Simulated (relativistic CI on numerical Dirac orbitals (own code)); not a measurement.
## Yb³²⁺: sensitivity of the levels to the model

Base calculation: Dirac-Coulomb-Breit CI, separate exchange-only KLI orbitals for each configuration, a model potential for QED, unscaled Slater integrals.

Configurations in the expansion (outside the closed core [Ar] 3d10): 4s2 4p6 4d2, 4s2 4p5 4d3, 4s2 4p6 4d 4f, 4s 4p6 4d3, 4s2 4p5 4d2 4f, 4s 4p6 4d2 4f, 4s2 4p6 4d 5s, 4s2 4p6 4f 5s, 4s2 4p6 4d 5p, 4s2 4p6 4d 5d, 4s2 4p5 4d2 5s, 4p6 4d3 4f, 4s2 4p6 4d 5f, 4s2 4p6 5s 5p, 4s2 4p6 4d 5g, 4s 4p6 4d2 5s, 4s2 4p6 4d 6s, 4s2 4p6 4d 6p, 4s2 4p6 4d 6d, 4s2 4p6 4f2, 4s2 4p5 4f3, 4s 4p6 4f3, 4p6 4d4, 4p5 4d5, 4p5 4d4 4f, 4s2 4p6 4f 5p, 4s2 4p5 4f2 5p, 4s 4p6 4f2 5p, 4s2 4p6 5s2, 4s2 4p5 4f 5s2, 4s 4p6 4f 5s2, 4s2 4p6 5p2, 4s2 4p5 4f 5p2, 4s 4p6 4f 5p2, 4p6 4d3 5s, 4p5 4d4 5s, 4p5 4d3 4f 5s. Double excitations out of closed p, d and f shells are left out; levels of such configurations are missing from the list, as are those of other unlisted configurations, and high levels can miss mixing partners. These lack a partner that the ground configuration has and come out too high: 4s2 4p5 4d2 5s, 4s 4p6 4d2 5s.

The lowest level and the first level of each name with at least 55 % of one term (blank where a level has no safe partner in the second run):

```json
{"Level": "4s2 4p6 4d2 3F_2", "Base (cm⁻¹)": "0", "Shift (cm⁻¹)": "0"}
{"Level": "4s2 4p6 4d2 3P_0", "Base (cm⁻¹)": "61343", "Shift (cm⁻¹)": "-185"}
{"Level": "4s2 4p6 4d2 3F_3", "Base (cm⁻¹)": "100641", "Shift (cm⁻¹)": "+2579"}
{"Level": "4s2 4p6 4d2 1G_4", "Base (cm⁻¹)": "138009", "Shift (cm⁻¹)": "+3153"}
{"Level": "4s2 4p6 4d2 3P_1", "Base (cm⁻¹)": "139782", "Shift (cm⁻¹)": "+2134"}
{"Level": "4s2 4p6 4d2 3F_4", "Base (cm⁻¹)": "227446", "Shift (cm⁻¹)": "+5143"}
{"Level": "4s2 4p6 4d2 1S_0", "Base (cm⁻¹)": "326064", "Shift (cm⁻¹)": "+4224"}
{"Level": "4s2 4p5 4d3 5D°_0", "Base (cm⁻¹)": "1167462", "Shift (cm⁻¹)": "+2980"}
{"Level": "4s2 4p5 4d3 3P°_1", "Base (cm⁻¹)": "1380326", "Shift (cm⁻¹)": "+7539"}
{"Level": "4s2 4p5 4d3 3I°_7", "Base (cm⁻¹)": "1388215", "Shift (cm⁻¹)": "+9679"}
```

At this charge energies of transitions that change n are usually good to better than 1 %, and those within a shell (Δn = 0) to a few per cent. Terms inside the open d or f shell come out 10 to 20 % too wide with unscaled integrals.

(1) One thing was changed in a second run, which moved the levels as shown. Which?
A. QED terms removed
B. configuration mixing switched off
C. Breit term removed

Answers

(1) C. Breit term removed. The Breit term mainly narrows fine-structure intervals, so removing it widens them.

LS names give the leading component of a level, which can be under half, so a name can repeat, a term be missing and a line seem to break the LS rules.
